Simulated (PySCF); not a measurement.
# `InChI=1S/C7H7Br/c1-3-4-5-6-7(2)8/h3H,1-2H3`

Geometry:
```
atom   x (Å)   y (Å)   z (Å)
  C1  -3.615   0.478  -0.239
  C2  -2.613  -0.372   0.475
  C3  -1.304  -0.219   0.420
  C4  -0.032  -0.067   0.366
  C5   1.241   0.071   0.307
  C6   2.547   0.210   0.259
  C7   3.483  -0.430  -0.710
 Br8   3.388   1.342   1.548
  H9  -4.313   0.939   0.480
 H10  -4.225  -0.136  -0.923
 H11  -3.132   1.274  -0.819
 H12  -3.004  -1.192   1.096
 H13   4.052   0.335  -1.262
 H14   4.212  -1.065  -0.181
 H15   2.924  -1.048  -1.426
```

The calculation used quadratic response CAM-B3LYP/aug-cc-pVDZ first hyperpolarisability, Taylor convention, gas phase (PySCF 2.14.0). Geometry: PBE0-D3(BJ)/def2-SVP.

The calculation is non-relativistic, which matters for the atoms heavier than Zn.

Task: Give the tensor of the second harmonic β(−2ω;ω,ω) at 1064 nm in the axes of these coordinates.

Result: In au, Taylor convention; rows are the first index (the induced dipole):
```csv
,xx,yy,zz,xy,xz,yz
x,+65.4,-13.5,-23.1,+62.5,-61.1,+12.4
y,+55.1,-40.8,-13.8,-11.7,+12.9,+0.3
z,-56.2,+0.2,-37.4,+13.3,-20.7,-13.3
```
Norm of βᵢ = ⅓ Σⱼ (βᵢⱼⱼ + βⱼᵢⱼ + βⱼⱼᵢ): 101.8 au, hyper-Rayleigh value 61.9 au.
